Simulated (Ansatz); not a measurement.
`[CH3][Ta]([OH])([F])=[S]`. The species carries charge 0 and has multiplicity 1. Ta takes the def2 core potential. All single points use the PBE0-D4/def2-TZVP geometry. It is one conformer, not always the lowest.

```xyz
9

C     0.091   -1.176    0.710
Ta   -0.105    0.827   -0.014
O     0.757    0.858   -1.683
F     0.659    1.964    1.261
S    -2.232    1.133   -0.223
H    -0.400   -1.281    1.682
H    -0.367   -1.894    0.025
H     1.153   -1.425    0.821
H     0.445    0.993   -2.579
```

Task: What is the dipole moment at ωB97M-V/def2-TZVPP? (Estimate.)

Result: Ansatz gave: 2.93 D, with components (2.10, -1.24, -1.63) D in this frame, pointing from negative to positive charge.

Task: And with PBE, r2SCAN, B3LYP? (An estimate is asked.)

Result: Ansatz gave: PBE 2.81 D, r2SCAN 2.94 D, B3LYP 2.84 D.

Task: Give the Mulliken charges with ωB97M-V, PBE, r2SCAN in def2-TZVPP. (An estimate is asked.)

Result: Ansatz gave: 
```
atom  ωB97M-V    PBE  r2SCAN
  C1    -0.52  -0.42   -0.39
 Ta2     0.84   0.72    0.91
  O3    -0.37  -0.34   -0.41
  F4    -0.30  -0.26   -0.31
  S5    -0.25  -0.27   -0.31
  H6     0.14   0.12    0.10
  H7     0.14   0.12    0.10
  H8     0.13   0.11    0.08
  H9     0.21   0.22    0.23
```

B3LYP here is the variant with VWN-RPA as its local correlation; programs differ in this.
